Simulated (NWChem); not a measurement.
System: C2H6B cation

Here is an NWChem input.

```
start job
memory heap 200 mb stack 900 mb global 1100 mb
charge 1
geometry units angstroms noautoz
  C      0.000000     0.000000     1.482654
  B      0.000000     0.000000     0.000000
  C      0.000000     0.000000    -1.482654
  H     -0.788294     0.664278     1.872874
  H     -0.181135    -1.014821     1.872874
  H      0.969429     0.350543     1.872874
  H      0.350543     0.969429    -1.872874
  H     -1.014821    -0.181135    -1.872874
  H      0.664278    -0.788294    -1.872874
end
basis spherical
  * library 6-31g*
end
dft
  xc xpbe96 cpbe96
  iterations 150
  mulliken
end
task dft energy
```

Parts of the log:

```
             Northwest Computational Chemistry Package (NWChem) 7.3.0
             --------------------------------------------------------

 D3  symmetry detected

                             Geometry "geometry" -> ""
                             -------------------------

 Output coordinates in angstroms (scale by  1.889725989 to convert to a.u.)

  No.       Tag          Charge          X              Y              Z
 ---- ---------------- ---------- -------------- -------------- --------------
    1 C                    6.0000     0.00000000     0.00000000     1.48265400
    2 B                    5.0000     0.00000000     0.00000000     0.00000000
    3 C                    6.0000     0.00000000     0.00000000    -1.48265400
    4 H                    1.0000    -0.78829190     0.66427676     1.87287400
    5 H                    1.0000    -0.18113460    -1.01481919     1.87287400
    6 H                    1.0000     0.96942650     0.35054244     1.87287400
    7 H                    1.0000     0.35054244     0.96942650    -1.87287400
    8 H                    1.0000    -1.01481919    -0.18113460    -1.87287400
    9 H                    1.0000     0.66427676    -0.78829190    -1.87287400

 Effective nuclear repulsion energy (a.u.)      60.9421548962

      Symmetry information
      --------------------

 Group name             D3
 Group number             12
 Group order               6
 No. of unique centers     3

  pbe96 is a nonlocal functional; adding pw91lda local functional.

                                 NWChem DFT Module
                                 -----------------

 Summary of "ao basis" -> "ao basis" (spherical)
 ------------------------------------------------------------------------------
       Tag                 Description            Shells   Functions and Types
 ---------------- ------------------------------  ------  ---------------------
 C                           6-31g*                  6       14   3s2p1d
 B                           6-31g*                  6       14   3s2p1d
 H                           6-31g*                  2        2   2s

      Symmetry analysis of basis
      --------------------------

        a1         12
        a2         10
        e          32

  Rotation of axis

            General Information
            -------------------
          SCF calculation type: DFT
          Wavefunction type:  closed shell.
          No. of atoms     :     9
          No. of electrons :    22
           Alpha electrons :    11
            Beta electrons :    11
          Charge           :     1
          Spin multiplicity:     1
          Use of symmetry is: on ; symmetry adaption is: on
          Maximum number of iterations: 150
          AO basis - number of functions:    54
                     number of shells:    30
          Convergence on energy requested:  1.00D-06
          Convergence on density requested:  1.00D-05
          Convergence on gradient requested:  5.00D-04

              XC Information
              --------------
          PerdewBurkeErnzerhof Exchange Functional  1.000
            Perdew 1991 LDA Correlation Functional  1.000 local
           PerdewBurkeErnz. Correlation Functional  1.000 non-local

             Grid Information
             ----------------
          Grid used for XC integration:  medium
          Radial quadrature: Mura-Knowles
          Angular quadrature: Lebedev.
          Tag              B.-S. Rad. Rad. Pts. Rad. Cut. Ang. Pts.
          ---              ---------- --------- --------- ---------
          C                   0.70       49          10.0       434
          B                   0.85       49           7.0       434
          H                   0.35       45          11.0       434
          Grid pruning is: on
          Number of quadrature shells:   143
          Spatial weights used:  Erf1

      Superposition of Atomic Density Guess
      -------------------------------------

 Sum of atomic energies:        -102.83599202

 Renormalizing density from      23.00 to     22

      Non-variational initial energy
      ------------------------------

 Total energy =    -101.243820
 1-e energy   =    -245.167003
 2-e energy   =      82.981028
 HOMO         =      -0.767201
 LUMO         =      -0.281990

      Symmetry analysis of molecular orbitals - initial
      -------------------------------------------------

  Numbering of irreducible representations:

     1 a1          2 a2          3 e

  Orbital symmetries:

     1 a1          2 a2          3 a1          4 a1          5 a2
     6 a1          7 e           8 e           9 e          10 e
    11 a2         12 e          13 e          14 a1         15 a2
    16 e          17 e          18 a1         19 e          20 e
    21 a2

     ---------------------------------------------
      Total Density - Mulliken Population Analysis
     ---------------------------------------------

    Atom       Charge   Shell Charges
 -----------   ------   -------------------------------------------------------
    1 C    6     7.17   2.00  0.79  2.47  0.65  1.24  0.02
    2 B    5     4.10   2.00  0.70  0.86  0.35  0.15  0.04
    3 C    6     7.17   2.00  0.79  2.47  0.65  1.24  0.02
    4 H    1     0.59   0.41  0.19
    5 H    1     0.59   0.41  0.19
    6 H    1     0.59   0.41  0.19
    7 H    1     0.59   0.41  0.19
    8 H    1     0.59   0.41  0.19
    9 H    1     0.59   0.41  0.19

   convergence    iter        energy       DeltaE   RMS-Dens  Diis-err
 ---------------- ----- ----------------- --------- --------- ---------
 d= 0,ls=0.0,diis     1   -104.1273039616 -1.65D+02  1.68D-02  8.36D-01
 d= 0,ls=0.0,diis     2   -104.1013135034  2.60D-02  1.08D-02  8.42D-01
 d= 0,ls=0.0,diis     3   -104.2088678818 -1.08D-01  2.15D-03  2.98D-02
 d= 0,ls=0.0,diis     4   -104.2125871539 -3.72D-03  6.87D-04  2.82D-03
 d= 0,ls=0.0,diis     5   -104.2130794243 -4.92D-04  2.59D-05  2.18D-06
 d= 0,ls=0.0,diis     6   -104.2130797391 -3.15D-07  4.79D-06  6.59D-08

         Total DFT energy =     -104.213079739145
      One electron energy =     -253.503394871629
           Coulomb energy =      105.017915331485
    Exchange-Corr. energy =      -16.669755095212
 Nuclear repulsion energy =       60.942154896211

 Numeric. integr. density =       22.000005725445

                  Occupations of the irreducible representations
                  ----------------------------------------------

                     irrep           alpha         beta
                     --------     --------     --------
                     a1                4.0          4.0
                     a2                3.0          3.0
                     e                 4.0          4.0

                       DFT Final Molecular Orbital Analysis
                       ------------------------------------

 Vector    9  Occ=2.000000D+00  E=-5.863830D-01  Symmetry=e
              MO Center=  2.1D-02,  5.3D-02, -1.9D-14, r^2= 3.9D+00
   Bfn.  Coefficient  Atom+Function         Bfn.  Coefficient  Atom+Function
  ----- ------------  ---------------      ----- ------------  ---------------
     3      0.274871  1 C  px                31     -0.274608  3 C  px
    47      0.191510  6 H  s                  4      0.180264  1 C  py
    32     -0.180665  3 C  py                51      0.180919  8 H  s
    49     -0.157659  7 H  s                  7      0.149686  1 C  px
    35     -0.149268  3 C  px                45     -0.135219  5 H  s

 Vector   10  Occ=2.000000D+00  E=-5.863830D-01  Symmetry=e
              MO Center= -2.1D-02, -5.3D-02, -1.4D-12, r^2= 3.9D+00
   Bfn.  Coefficient  Atom+Function         Bfn.  Coefficient  Atom+Function
  ----- ------------  ---------------      ----- ------------  ---------------
     4      0.274871  1 C  py                32     -0.274608  3 C  py
    53      0.195478  9 H  s                 43      0.188637  4 H  s
     3     -0.180264  1 C  px                31      0.180665  3 C  px
     8      0.149686  1 C  py                36     -0.149268  3 C  py
    45     -0.143068  5 H  s                 54      0.120195  9 H  s

 Vector   11  Occ=2.000000D+00  E=-5.725105D-01  Symmetry=a2
              MO Center= -6.1D-16,  7.9D-17,  2.1D-16, r^2= 2.7D+00
   Bfn.  Coefficient  Atom+Function         Bfn.  Coefficient  Atom+Function
  ----- ------------  ---------------      ----- ------------  ---------------
    19      0.420622  2 B  pz                 5     -0.347562  1 C  pz
    33     -0.347562  3 C  pz                 9     -0.138923  1 C  pz
    37     -0.138923  3 C  pz                23      0.092879  2 B  pz
    43     -0.075293  4 H  s                 45     -0.075293  5 H  s
    47     -0.075293  6 H  s                 49      0.075293  7 H  s

 Vector   12  Occ=0.000000D+00  E=-3.114930D-01  Symmetry=e
              MO Center= -1.6D-02,  1.1D-02,  1.4D-16, r^2= 2.2D+00
   Bfn.  Coefficient  Atom+Function         Bfn.  Coefficient  Atom+Function
  ----- ------------  ---------------      ----- ------------  ---------------
    17      0.610533  2 B  px                21      0.492573  2 B  px
    52      0.235855  8 H  s                 48     -0.221083  6 H  s
    44      0.198623  4 H  s                 54     -0.169849  9 H  s
    51      0.140833  8 H  s                 47     -0.132556  6 H  s
    43      0.118290  4 H  s                 53     -0.102169  9 H  s

 Vector   13  Occ=0.000000D+00  E=-3.114930D-01  Symmetry=e
              MO Center=  1.6D-02, -1.1D-02, -1.5D-16, r^2= 2.2D+00
   Bfn.  Coefficient  Atom+Function         Bfn.  Coefficient  Atom+Function
  ----- ------------  ---------------      ----- ------------  ---------------
    18      0.610533  2 B  py                22      0.492573  2 B  py
    46      0.242317  5 H  s                 50     -0.234234  7 H  s
    54      0.174280  9 H  s                 45      0.144826  5 H  s
    44     -0.140610  4 H  s                 49     -0.140297  7 H  s
    53      0.103632  9 H  s                 48     -0.101707  6 H  s

 Vector   14  Occ=0.000000D+00  E=-1.501797D-01  Symmetry=a1
              MO Center= -8.5D-15, -5.3D-15,  3.0D-14, r^2= 4.8D+00
   Bfn.  Coefficient  Atom+Function         Bfn.  Coefficient  Atom+Function
  ----- ------------  ---------------      ----- ------------  ---------------
    20     -1.565597  2 B  s                  6      1.554356  1 C  s
    34      1.554356  3 C  s                 44     -0.488742  4 H  s
    46     -0.488742  5 H  s                 48     -0.488742  6 H  s
    50     -0.488742  7 H  s                 52     -0.488742  8 H  s
    54     -0.488742  9 H  s                  2      0.190705  1 C  s

     ---------------------------------------------
      Total Density - Mulliken Population Analysis
     ---------------------------------------------

    Atom       Charge   Shell Charges
 -----------   ------   -------------------------------------------------------
    1 C    6     6.71   2.00  0.67  2.19  0.70  1.14  0.02
    2 B    5     4.38   2.00  0.67  1.13  0.34  0.21  0.04
    3 C    6     6.71   2.00  0.67  2.19  0.70  1.14  0.02
    4 H    1     0.70   0.49  0.21
    5 H    1     0.70   0.49  0.21
    6 H    1     0.70   0.49  0.21
    7 H    1     0.70   0.49  0.21
    8 H    1     0.70   0.49  0.21
    9 H    1     0.70   0.49  0.21

     -------------------------------------------
      Total Density - Lowdin Population Analysis
     -------------------------------------------

    Atom       Charge   Shell Charges
 -----------   ------   -------------------------------------------------------
    1 C    6     6.44   1.99  0.54  1.97  0.43  1.46  0.04
    2 B    5     4.57   1.99  0.53  0.97  0.37  0.62  0.09
    3 C    6     6.44   1.99  0.54  1.97  0.43  1.46  0.04
    4 H    1     0.76   0.45  0.31
    5 H    1     0.76   0.45  0.31
    6 H    1     0.76   0.45  0.31
    7 H    1     0.76   0.45  0.31
    8 H    1     0.76   0.45  0.31
    9 H    1     0.76   0.45  0.31

     Multipole analysis of the density
     ---------------------------------

     L   x y z        total         alpha         beta         nuclear
     -   - - -        -----         -----         ----         -------
     0   0 0 0      1.000000    -11.000000    -11.000000     23.000000

     1   1 0 0      0.000000      0.000000      0.000000     -0.000000
     1   0 1 0      0.000000      0.000000      0.000000      0.000000
     1   0 0 1      0.000000      0.000000      0.000000     -0.000000

     2   2 0 0    -11.515510    -11.450037    -11.450037     11.384565
     2   1 1 0     -0.000000     -0.000000     -0.000000     -0.000000
     2   1 0 1      0.000000      0.000000      0.000000      0.000000
     2   0 2 0    -11.515510    -11.450037    -11.450037     11.384565
     2   0 1 1     -0.000000     -0.000000     -0.000000      0.000000
     2   0 0 2     -5.041636    -87.199853    -87.199853    169.358070
```

Level: PBE/6-31G* (spherical d). Geometry: optimised at B3LYP/6-31G* (spherical d).
